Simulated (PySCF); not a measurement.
## Where the electron goes

Species: C4H8ClNSi.
Numbering: `[H]/[N:5]=[CH:4]/[C:3](=[CH:2]/[CH3:1])[SiH2:6][Cl:7]` (hydrogens: H8, H9, H10 on C1; H11 on C2; H12 on C4; H13 on N5; H14, H15 on Si6)

Structure used (GFN2-xTB), in Å, numbered top down from 1:
```
atom  x, y, z in Å
C1    -2.0919   -0.3992    0.8370
C2    -0.6945   -0.8571    0.6320
C3     0.2766   -0.2193   -0.0298
C4     1.5949   -0.8145   -0.1168
N5     2.4757   -0.1821   -0.7632
Si6    0.2326    1.4585   -0.9134
Cl7    1.1778    2.7934    0.2618
H8    -2.7774   -1.0631    0.3084
H9    -2.2413    0.6153    0.4840
H10   -2.3457   -0.4511    1.8956
H11   -0.4726   -1.8240    1.0785
H12    1.7562   -1.7766    0.3905
H13    3.3994   -0.6048   -0.8058
H14    0.8557    1.4014   -2.2250
H15   -1.1500    1.9313   -1.0558
```

Computed, not measured: TDDFT PBE0/def2-SVPD, vertical, gas phase, core orbitals frozen in the response in PySCF 2.14.0, density-fitted response routines.

Kohn–Sham orbitals with the atoms that hold most of them (Löwdin shares over 4%, at most four atoms; ? is withheld):

```tsv
orbital	ε (eV)	atoms
LUMO+2	0.56	C2 14%, Si6 14%, C1 13%, C4 12%
LUMO+1	0.10	Si6 22%, Cl7 16%, C4 16%, C3 12%
LUMO	?	?
HOMO	-7.61	C3 26%, C2 26%, N5 20%, C4 9%
HOMO-1	-7.66	?
HOMO-2	-8.44	Cl7 47%, Si6 19%, H15 15%, C3 5%
HOMO-3	-8.69	Cl7 52%, Si6 13%, C3 9%, N5 9%
```

(1) Give the leading atoms of the LUMO.

(2) Which atoms hold the HOMO-1, and with what shares?

(3) What is the LUMO energy, and the HOMO–LUMO gap?

Results:

(1) C2 (bonded to 2 C and H) 29%; N5 (bonded to C and H) 21%; C4 (bonded to C, N and H) 15%; C3 (bonded to 2 C and Si) 15%. By element: carbon 58% or more, nitrogen 21%.

(2) N5 (bonded to C and H) 49%; C4 (bonded to C, N and H) 13%; Cl7 (bonded to Si) 7%; C3 (bonded to 2 C and Si) 7%. By element: nitrogen 49%, carbon 20% or more, chlorine 7%.

(3) ε(LUMO) = -1.40 eV; the gap is 6.20 eV (0.2280 hartree).

**Question.** The HOMO–LUMO gap is 6.20 eV. Where does the response calculation put the lowest singlet, and from which orbitals?

**Answer.** S1 is at 4.61 eV (f = 0.0001), 1.60 eV below the gap, made of HOMO-1→LUMO (94%). Its leading pair isn't HOMO and LUMO; the energies of that pair differ by 6.26 eV. 

**Question.** One configuration dominates each of S1, S3, S5 and S6. Which, and how do the shares of the two leading atoms of either orbital change from the occupied to the empty one?

**Answer.** 
- S1 (4.61 eV, f 0.0001), HOMO-1→LUMO (94%): N5 49% → 21%, C4 13% → 15%, C2 at most 7% → 29%
- S3 (5.90 eV, f 0.369), HOMO→LUMO (76%): C3 26% → 15%, C2 26% → 29%, N5 20% → 21%
- S5 (6.37 eV, f 0.0027), HOMO-1→LUMO+1 (79%): N5 49% → at most 13%, C4 13% → 16%, Si6 at most 7% → 22%, Cl7 7% → 16%
- S6 (6.56 eV, f 0.032), HOMO→LUMO+1 (86%): C3 26% → 12%, C2 26% → at most 13%, Si6 at most 9% → 22%, Cl7 at most 9% → 16%

On Arm Neoverse N1, one thread, no GPU, shared host with 64 logical CPUs at a one-minute load of 58, this took 70 s of wall time and 0.87 GiB of memory at its peak.

One conformer stands for the species.
